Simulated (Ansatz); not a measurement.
Relaxation of CH6AlFGeSi (11 atoms, charge 0, multiplicity 1), to a largest force component of 0.02 eV/Å in at most 50 steps.

Computed with Ansatz, RKS B3LYP-D4/def2-SVP.

```xyz
11
Properties=species:S:1:pos:R:3
C -1.985 1.031 -0.873
Al -0.413 0.187 -0.151
Ge 1.585 -1.226 -0.416
Si 1.143 -0.308 1.613
F 2.077 0.957 2.028
H -2.720 0.323 -1.296
H -2.519 1.638 -0.071
H -1.700 1.795 -1.698
H 2.716 -0.492 -1.190
H 1.243 -2.711 -0.619
H 0.639 -1.252 2.693
```

Task: Where does it end, and by what steps?

Result: It converged. After 13 steps the energy has fallen by 0.668 eV; H9 moved furthest, 0.71 Å.

```
step  energy less start (eV)  largest force component (eV/Å)  accepted
   0                  0.0000                           1.889       yes
   1                 -0.4523                           0.900       yes
   2                 -0.5347                           0.715       yes
   3                 -0.5520                           0.502       yes
   4                 -0.5788                           0.381       yes
   5                 -0.6036                           0.197       yes
   6                 -0.6197                           0.288       yes
   7                 -0.6368                           0.256       yes
   8                 -0.6565                           0.420       yes
   9                 -0.6652                           0.104       yes
  10                 -0.6600                           0.141        no
  11                 -0.6675                           0.044       yes
  12                 -0.6679                           0.025       yes
  13                 -0.6681                           0.017       yes
```

```xyz
11
Properties=species:S:1:pos:R:3
C -2.004 1.098 -0.911
Al -0.600 0.129 0.046
Ge 1.423 -1.320 -0.414
Si 1.161 -0.120 1.654
F 2.195 0.797 2.535
H -2.750 0.413 -1.348
H -2.527 1.822 -0.265
H -1.548 1.661 -1.746
H 2.110 -0.520 -1.561
H 1.930 -2.779 -0.505
H 0.676 -1.237 2.536
```

The run took 110 s on 2 threads of Arm Neoverse N1, on a shared host, peak memory 0.33 GiB.
